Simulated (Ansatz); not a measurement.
Reactions of CH₅NSSi (`[SiH3]N=CS`).

Calculated with Ansatz (gas phase, PBE0-D4/def2-TZVP geometries, no zero-point term in ΔE). CBS: MP2 limit from def2 TZ/QZ plus the TZ coupled-cluster correction, frozen cores. This one scheme is used for every species. Double bonds are as drawn, so ΔE can hold a change between cis and trans. def2 core potentials past Kr. For Ga, Se, Sn outer-core shells are correlated without core-valence functions, which leaves a few kJ/mol of doubt a bond. Scalar relativity is left out up to krypton. One conformer a species, not always the lowest.

Problem. Order these by ΔE at CCSD(T)/CBS, lowest first. (Best estimate.)
A. `[SiH3]/N=C\S` + `[OH][Ga]([OH])[Cl]` → `[OH][Ga]([Cl])[O][SiH3]` + `N=CS`
B. `[SiH3]/N=C\S` + `[SiH3][SiH]1BC1` → `[SiH3][Si]1([SiH3])BC1` + `N=CS`
C. `[SiH3]/N=C\S` + H₂Se → `[SiH3]/N=C\[SeH]` + H₂S
D. `[SiH3]/N=C\S` + `C[O][SnH]([OH])[Cl]` → `C[O][SnH]([Cl])[O][SiH3]` + `N=CS`

Solution. D (-16.7 kcal/mol), A (-14.6 kcal/mol), C (-0.4 kcal/mol), B (+5.0 kcal/mol).

Largest T1 diagnostic: 0.015, for `[SiH3][Si]1([SiH3])BC1`.
